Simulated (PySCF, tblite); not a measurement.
A set of runs on `[O]c1oc(F)cc1F` [radical]; the geometry of each is named by its level. Settings lines and outputs come from a driver script.

Compound: C4HF2O2 (doublet state).
Atom-mapped SMILES: `[O:1][c:2]1[o:3][c:4]([F:5])[cH:6][c:7]1[F:8]` (hydrogens: H9 on C6)

Step 1: GFN2-xTB geometry optimisation, gas phase (tblite 0.8.0) (from a force-field or distance-geometry start)
```json
{"job": {"kind": "relax", "xc": "GFN2-xTB", "basis": "xTB"}, "charge": 0, "multiplicity": 2}
```
```
step      E/eV     max force
  0    -723.01811    8.626
  1    -723.98897    3.432
  2    -724.08251    1.662
...
 13    -724.16294    0.021
 14    -724.16298    0.018
 15    -724.16300    0.012
 16    -724.16301    0.010
 17    -724.16302    0.005
```

Energy lowered by 26.4 kcal/mol over 17 steps; largest atomic force 0.005 eV/Å at the end. «max force» is the largest atomic force in eV/Å.

The run took under 0.1 s of wall time on Arm Neoverse V1, one thread (shared host).

Step 2: GFN2-xTB harmonic vibrations, gas phase (tblite 0.8.0) (on the GFN2-xTB geometry)
```json
{"job": {"kind": "ir", "xc": "GFN2-xTB", "basis": "xTB"}, "charge": 0, "multiplicity": 2}
```
```
(table of modes left out)
```

21 modes from 184 to 3194 cm⁻¹ (unscaled, harmonic); zero-point energy 27.8 kcal/mol; all wavenumbers are real at this level.

Hardware: one thread of an Arm Neoverse V1, no GPU (shared host). Cost: 0.19 s of wall time.

Step 3: UKS B3LYP, pcH-1 on C F H O, non-relativistic, mean-field spin-orbit, GIAO (PySCF 2.14.0) (on the GFN2-xTB geometry)
```json
{"job": {"kind": "epr", "basis": "pcH-1"}, "charge": 0, "multiplicity": 2}
```
```
...
E = -503.11751862 Eh   <S^2> = 0.7652 (exact 0.7500)
g shifts (ppm)      1          2          3
  rmc          -252       -252       -252
  gc             -9         49         48
  oz_so         -81       3020       3959
  total        -342       2816       3754
hyperfine (MHz)  atom isotope    a_iso     a_fc   dipolar eigenvalues
    0   17O     -20.10     -20.10    -89.32     43.89     45.43
    1   13C     -25.85     -25.85     -6.11      0.22      5.90
    2   17O       5.57       5.57     -0.73      0.16      0.57
    3   13C      40.03      40.03    -38.64    -37.11     75.76
    4   19F      70.33      70.33   -127.36   -107.36    234.71
    5   13C     -29.27     -29.27     -9.96      4.59      5.37
    6   13C      38.37      38.37    -39.15    -38.28     77.43
    7   19F      75.06      75.06   -144.12   -122.75    266.88
    8    1H       3.43       3.43     -3.41      0.26      3.14
```

⟨S²⟩ 0.765; g_iso 2.0044. rmc, gc and oz_so are the mass-correction, gauge-correction and orbital-Zeeman/spin–orbit parts of the g shift along its three principal axes; a_iso is the isotropic hyperfine coupling and a_fc its Fermi-contact part. The log counts atoms from 0, this text from 1.

Time: 42 s wall (grids of density and orbitals included); peak memory 0.86 GiB. Hardware: one thread, Arm Neoverse V1 (aarch64), shared host with 64 logical CPUs at a one-minute load of 44.

Geometry of the electronic-property runs (GFN2-xTB):
```
atom  x, y, z in Å
O1    -2.0883   -1.3320   -0.0550
C2    -1.0612   -0.7337   -0.2099
O3     0.1861   -1.4017   -0.3133
C4     1.1198   -0.4778   -0.4773
F5     2.3580   -0.8912   -0.5932
C6     0.6430    0.8140   -0.5012
C7    -0.7304    0.6715   -0.3336
F8    -1.6236    1.6432   -0.2886
H9     1.2101    1.7138   -0.6221
```

 (This holds for the electronic-property runs.)
